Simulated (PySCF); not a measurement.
**Vibration and rotation of BeZn**

r²SCAN0 constants of BeZn, ¹Σ⁺ (singlet), closed shell (Be def2-SVPD, Zn def2-SVPD; no relativity (PySCF 2.14); masses 9.0122 and 63.9291 u):

| Property | Result |
| --- | --- |
| ωe | 163.6 cm⁻¹ |
| ωexe | 4.8 cm⁻¹ |
| Be | 0.27303 cm⁻¹ |
| αe | 0.00882 cm⁻¹ |
| D (centrifugal) | 3.04e-06 cm⁻¹ |
| De to Be + Zn | 0.178 eV |

Question: Give the vibrational terms G(v) and spacings up to v = 3.

Answer: G(v) = ωe(v+½) − ωexe(v+½)².

```json
{"v": "0", "G(v) (cm⁻¹)": "81", "G(v) − G(v−1)": "", "Bv (cm⁻¹)": "0.2686"}
{"v": "1", "G(v) (cm⁻¹)": "235", "G(v) − G(v−1)": "154", "Bv (cm⁻¹)": "0.2598"}
{"v": "2", "G(v) (cm⁻¹)": "379", "G(v) − G(v−1)": "144", "Bv (cm⁻¹)": "0.2510"}
{"v": "3", "G(v) (cm⁻¹)": "514", "G(v) − G(v−1)": "135", "Bv (cm⁻¹)": "0.2422"}
```

Question: How well does the Morse estimate ωe²/(4ωexe) reproduce De, and what is D0?

Answer: It gives 0.173 eV, 97 % of the computed De. D0 = De − G(0) = 0.178 − 0.010 = 0.168 eV.

Closed-shell solutions of metal pairs were not tested for spin polarisation, which can lower them a little. The bond is weak. Basis-set superposition, not corrected here, can be much of De in a small basis, most of all at correlated wavefunction levels. Functionals without a dispersion term scatter widely for such bonds, and LDA overbinds them.
